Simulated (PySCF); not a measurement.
[DyF3(H2O)]− at several levels of theory

Computed with PySCF 2.14.0 (density fitting, no spin-orbit coupling) at the geometry relaxed with PBE0:

```xyz
7
[DyF3(H2O)]− (singlet in the valence; each metal's 4f electrons, 10 of them, lie in its core potential, out of spins and levels)
Dy    0.1173    0.1431    0.2114
F     1.4957    1.0768    1.6227
F    -2.1316   -0.1375    0.6467
F     0.8620   -1.2605   -1.2772
O    -1.7459    1.2318   -1.3333
H    -2.1481    0.6835   -0.5650
H    -1.7769    0.6346   -2.0883
```

```json
{"level": "PBE0", "basis": "Dy lcecp-0-SVP with ECP56, F def2-SVP, O def2-SVP, H def2-SVP", "state": "singlet", "HOMO (eV)": "–", "gap (eV)": "–", "charge on Dy1 (e)": "0.73", "population of f-type functions on Dy1 (polarisation alone where 4f lies in the core)": "0.04", "dipole about the centre of mass (D)": "1.52", "largest force component (eV/Å)": "0.01"}
{"level": "wB97X", "basis": "the same", "state": "singlet", "HOMO (eV)": "–", "gap (eV)": "–", "charge on Dy1 (e)": "0.74", "population of f-type functions on Dy1 (polarisation alone where 4f lies in the core)": "0.04", "dipole about the centre of mass (D)": "1.53", "largest force component (eV/Å)": "0.13"}
{"level": "PBE0", "basis": "Dy lcecp-0-TZVP with ECP56, F def2-TZVP, O def2-TZVP, H def2-TZVP", "state": "singlet", "HOMO (eV)": "–", "gap (eV)": "–", "charge on Dy1 (e)": "1.15", "population of f-type functions on Dy1 (polarisation alone where 4f lies in the core)": "0.05", "dipole about the centre of mass (D)": "1.42", "largest force component (eV/Å)": "0.25"}
```

In the lcecp rows the 4f levels are missing from HOMO and gap, and the state counts the valence alone.

Charges are Mulliken's, which hang on the basis. The relaxation used the grid (50, 194), these runs (75, 302) or, all-electron (x2c bases, spin-free X2C Hamiltonian), (99, 590).

Problem. What does BLYP with Dy lcecp-0-SVP with ECP56, F def2-SVP, O def2-SVP, H def2-SVP give here?

Solution. state singlet, charge on Dy1 (e) 0.46, population of f-type functions on Dy1 (polarisation alone where 4f lies in the core) 0.04, dipole about the centre of mass (D) 1.53, largest force component (eV/Å) 0.84. Time: 5.1 s on 2 threads of Arm Neoverse V1 (shared host), from an already converged density.

An lcecp potential fixes the number of 4f electrons, so in runs with it no electron can move into or out of that shell; real Dy(II) is rare or takes another configuration.
